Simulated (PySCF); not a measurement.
Highest harmonic wavenumber (cm⁻¹) of eight halogen compounds: PBE-D3(BJ) beside B3LYP-D3(BJ), computed with PySCF for isolated molecules in the bases named; differences from unrounded values. The eight are the first of their class met in an unordered collection, after screening for sound electronic states; none was chosen by its value. Each level has its own optimised geometry.

```csv
molecule,basis,B3LYP-D3(BJ),PBE-D3(BJ),difference
"(Z)-1-fluorobut-1-ene (C4H7F), SMILES CC/C=C\F",def2-SVP,3202,3126,-75
"2-chlorobuta-1,3-diene (C₄H₅Cl), SMILES C(=C)(C=C)Cl",def2-SVP,3266,3206,-60
"C₅H₅F, SMILES C(C#CC)(=C)F",def2-SVP,3285,?,?
"C3H5F3, SMILES F[C@@H](C(F)F)C",def2-SVP,3150,3097,-53
"1,1-dibromo-2-chloroethene (C₂HBr₂Cl), SMILES C(Br)(=CCl)Br",def2-SVP,3217,3147,-71
"C3H3BrF2, SMILES FC(F)/C=C\Br",def2-SVP,3222,?,?
"C3H3Cl2F, SMILES F[C@H]1C(Cl)(Cl)C1",def2-SVP,3239,3177,-63
"3-chloro-1,1-difluoropropa-1,2-diene (C3HClF2), SMILES FC(F)=C=CCl",def2-SVP,3174,?,?
```

### Question
Some entries are withheld; supply them. (An estimate is asked for; the answer gives what the named calculation found.)

### Answer

- 3-chloro-1,1-difluoropropa-1,2-diene (C3HClF2), SMILES FC(F)=C=CCl, PBE-D3(BJ): 3098
- 3-chloro-1,1-difluoropropa-1,2-diene (C3HClF2), SMILES FC(F)=C=CCl, difference: -75
- C₅H₅F, SMILES C(C#CC)(=C)F, PBE-D3(BJ): 3225
- C₅H₅F, SMILES C(C#CC)(=C)F, difference: -60
- C3H3BrF2, SMILES FC(F)/C=C\Br, PBE-D3(BJ): 3152
- C3H3BrF2, SMILES FC(F)/C=C\Br, difference: -70

PBE-D3(BJ) lies below B3LYP-D3(BJ) in 8 and above it in 0 of the eight; the mean signed difference is -66 and the largest -75 cm⁻¹.
